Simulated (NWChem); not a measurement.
Molecule: CH$_{3}$FMoO$_{2}$; SMILES [CH3][Mo](=[O])(=[O])[F]

Program: NWChem. Coordinates come from a PBE0/def2-SVP optimisation. No frequency run checked for a minimum. def2 effective core potentials on Mo; no spin-orbit coupling. Level B3LYP/def2-SVPD: energy and gradient; each run changes one setting, and changes count from the defaults (medium grid, exact Coulomb integrals, symmetry on).

| setting | size of the energy change (μHa) | largest change of a gradient component (μHa/bohr) |
|---|---|---|
| defaults | < 10 | < 30 |
| Becke weights | 20 | 300 |
| tight SCF thresholds and tolerances | < 10 | < 30 |
| coarse grid | 50 | 500 |
| extra-fine grid | < 10 | 40 |
